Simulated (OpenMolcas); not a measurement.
**What dynamic correlation does to the levels of neutral rubidium**

```yaml
Program: OpenMolcas 26.06
Basis: ANO-RCC-VQZP [8s7p4d2f1g]
Scalar_Hamiltonian: DKH2, point nucleus
Active_space: 1 electron in 9 orbitals (4d 5s 5p)
State_averaging: 2S+1 = 2 even, 1 root; 2S+1 = 2 odd, 3 roots
Spin-orbit_coupling: RASSI with atomic mean-field integrals over the reference wave functions, term energies averaged over their components
```

Methods on the same reference wave functions:
A. CASSCF
B. SS-CASPT2, IPEA 0.25 Eh, imaginary shift 0.1 Eh (closed shells correlated: 4s 4p)

Energies in cm-1 above 5s 2S 1/2, the measured ground level; measured values from NIST Handbook of Basic Atomic Spectroscopic Data.

| Level | A | B | Measured |
| --- | --- | --- | --- |
| 5s 2S 1/2 | 0.0 | 0.0 | 0.0 |
| 5p 2P* 1/2 | 10738 | 12522 | 12579 |
| 5p 2P* 3/2 | 10873 | 12657 | 12817 |

Deviations, from unrounded energies. A percentage is the sum of absolute deviations over the sum of measured energies, with the sign that they share, or ± where signs differ.

```
           Against measurement  Levels      A     B
mean absolute deviation (cm-1)       2   1900   110
      other configurations (%)       2  -14.9  -0.9
```

B lies closest to measurement on these levels. The largest miss of B in the table is 5p 2P* 3/2, by -160 cm-1. The ranking rests on the paired levels alone, and a cruder setting can come out closer through cancelling errors.

The lowest spin-free term lies below A's lowest term by 0.208 hartree in B.

ANO sets are built for ground and valence states and can reach diffuse excited orbitals poorly. No level of 4d was computed, though it lies in the active space. With one active electron the reference holds no correlation, so core polarisation is missing (holds for A). With one active electron, CASPT2 adds the correlation within the correlated inactive shells and between them and that electron, and leaves the splitting within a term as the reference gives it (holds for B). Computed and measured levels are paired by configuration, term and J; levels that our copy of the source lacks, or whose pairing is in doubt (as where it misses far off the trend of its configuration), stay unpaired and out of the deviations. Levels of configurations outside the active space are missing.

* marks odd parity.
